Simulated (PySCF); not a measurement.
These are PBE-D3(BJ)/def2-TZVP // TPSS-D3(BJ)/def2-SVP (PySCF) values and carry that method's errors. Isolated molecules, 0 K electronic values unless said otherwise. One relaxed conformer stands for a flexible species; it need not be the lowest. 

Reference species: [Zr(Cl)4] (neutral, multiplicity 1).

```yaml
charge on the central atom (Mulliken): 1.20 e
LUMO: -3.57 eV
```

Changed species: [Zr(NH2)4] (4 of 4 Cl replaced by NH2; the reference has 0 of 4 Cl replaced by NH2).

### Question
Give the shifts of the charge on the central atom (Mulliken) and LUMO.

### Answer
the charge on the central atom (Mulliken) rises by 0.31 e, to 1.51 e; the LUMO rises by 2.69 eV, to -0.88 eV.
